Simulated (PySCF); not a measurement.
## Removing the step error of a finite difference

System: singlet silylene (H₂Si), singlet, at a GFN2-xTB geometry, atoms displaced at random by about 0.03 Å a coordinate. Level: HF/def2-TZVP, gradient (PySCF). Sums are taken with unrounded values, so a last digit can differ.

Central differences of the energy along x of atom 1 gave a gradient component of 0.002931 Eh/bohr at step 0.05 and 0.002724 Eh/bohr at step 0.2 (atomic units).

Q: Extrapolate to zero step.

A: The leading error of a symmetric difference goes as h², so A(h) = A0 + c h². Then c = (0.002724 - (0.002931))/(0.2² - 0.05²) = -0.00551 (atomic units) and A0 = 0.002931 - c × 0.05² = 0.002945 Eh/bohr. The analytic value from the same program and level is 0.002945 Eh/bohr: the smaller step missed it by -0.000014, the extrapolation by 0.000000.
